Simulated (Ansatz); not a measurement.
Ansatz (a program for electronic structure) input:

Ansatz 0.2 input:
```yaml
crystal:
  periodic: [false, false, false]
  atoms:
    - {symbol: Si, position_ang: [-1.75970509, 0.01797307, -0.00365181]}
    - {symbol: I, position_ang: [0.55884607, -0.00570788, 0.00115974]}
    - {symbol: H, position_ang: [-2.47847676, 1.29880875, -0.00643869]}
    - {symbol: H, position_ang: [-2.50449345, -1.24791426, -0.00390218]}
basis:
  gaussian:
    orbitals: def2-TZVPD
hamiltonian:
  xc: {name: BLYP}
total_charge: 1
output: {forces: true}
```

**Question.** What final total energy does it print?

**Answer.** -588.06112 Eh (BLYP/def2-TZVPD). The basis has 120 functions.
